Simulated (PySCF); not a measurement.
Ca: excitation energy

Ca [Ar] 4s2 (1S) → Ca [Ar] 4s1 4p1 (3P), as a difference of total energies. Calculation: PySCF 2.14, in x2c-QZVPPall with one added diffuse shell each of s, p, d, f type (12s8p5d4f, 89 functions); the spin-free X2C one-electron Hamiltonian (Gaussian nucleus). Correlated levels: valence: [Ar] frozen. The calculations carry no spin-orbit coupling.

| method | excitation energy (eV) |
| --- | --- |
| UHF | 1.030 |
| MP2 (valence) | 1.535 |
| SCS-MP2 (valence) | 1.678 |
| CCSD (valence) | 1.701 |

**Question.** How much does correlation contribute at MP2 (valence)?

**Answer.** 1.535 − (1.030) = 0.505 eV, measured against UHF.

Errors of the correlated levels include the incompleteness of this basis and the frozen core.

With two correlated electrons CCSD is exact in that space.

For comparison: 1.892 eV (measured; NIST levels, between the centres of gravity of the two terms).
